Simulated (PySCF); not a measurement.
Radial density of K⁻ (potassium, charge -1)

UHF, [Ar] 4s2, closed-shell 1S. All numbers are calculated (PySCF 2.14, the spin-free X2C one-electron Hamiltonian (Gaussian nucleus), in aug-cc-pwCVTZ-X2C with one added diffuse shell each of s, p, d, f type (10s9p7d4f, 100 functions)).

```
r (bohr)  4πr²ρ (e/bohr)
 0.00117         0.09425
 0.00197          0.2477
 0.00331          0.6397
 0.00557           1.601
 0.00938           3.795
  0.0158           8.201
  0.0265           15.13
  0.0446           21.49
  0.0751           20.62
   0.126           15.76
   0.212           20.84
   0.357           19.63
   0.601           6.277
    1.01           6.603
    1.70           3.867
    2.86          0.5150
    4.81          0.2855
    8.09          0.1806
    13.6         0.04138
    22.9        0.002753
```

Densities and radii are taken from the X2C orbitals without a picture-change correction, which distorts them close to the nucleus.

The outer electron is barely bound at this level, so radii and moments hang on the diffuse functions.
